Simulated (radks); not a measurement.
Q: Neutral neodymium: order these configurations by energy. All-electron calculation, scalar-relativistic Kohn-Sham, PBEsol, spin-polarised, spherical densities, finite nucleus; Fermi nuclear charge, rms radius of each element as measured or else 0.836 A^(1/3) + 0.57 fm. Program: a radial shooting solver on a logarithmic mesh with Libxc functionals. Open shells are filled with parallel spins first. [Xe] 4f3 5d1 6s2; [Xe] 4f3 6s2 6p1; [Xe] 4f4 5d1 6s1; [Xe] 4f4 6s1 6p1; [Xe] 4f4 6s2.

A: From the lowest, in eV above it: [Xe] 4f4 6s2 0.000; [Xe] 4f4 5d1 6s1 0.954; [Xe] 4f4 6s1 6p1 1.694; [Xe] 4f3 5d1 6s2 2.450; [Xe] 4f3 6s2 6p1 4.793.
